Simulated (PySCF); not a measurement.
**Electronic structure of Ga⁺ (gallium, charge +1) at the UHF level**

Configuration: [Ar] 3d10 4s2, closed-shell 1S. Calculation: PySCF 2.14, in aug-cc-pVDZ-PP with ECP10MDF (5s4p3d, 32 functions); scalar relativity through the core potential.

| Quantity | Value |
| --- | --- |
| Total energy | -258.088334 hartree |
| One-electron energy | -457.0478 hartree |
| Hartree (Coulomb) energy | 220.5165 hartree |
| Exchange energy | -21.5570 hartree |
| ⟨S²⟩ | 0.0000 |
| ⟨L²⟩ | 0.000 |
| Sum of ⟨r⟩ | 17.94 bohr |
| Sum of ⟨r²⟩ | 24.51 bohr² |
| Time after the integrals | 0.04 s of wall time on 1 thread of Intel(R) Xeon(R) 6975P-C (shared host) |

```csv
shell,electrons,mean orbital energy (eV),"rms radius, mean of both spins (bohr)"
3s,2,-187.65,0.701
3p,6,-132.68,0.739
3d,10,-39.955,0.891
4s,2,-19.031,2.48
```

Energies and moments cover only the electrons outside the core potential.
